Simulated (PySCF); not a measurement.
InF₂, SMILES [F][In+][F], charge +1. Coordinates come from a PBE-D3(BJ)/def2-TZVP optimisation. The spin state was assumed, not searched. The isomer is the one that the SMILES or the coordinates give; other isomers of the formula were not compared. The def2 effective core potentials stand for the cores of In; spin–orbit coupling is left out.

Computed equilibrium geometry at PBE-D3(BJ)/def2-TZVP (PySCF confirms it by a frequency run) as a Z-matrix, and its point group:
point group D∞h.
```
In
F 1 1.8651
F 1 1.8651 2 180.00
```
Charge +1, spin multiplicity 1.
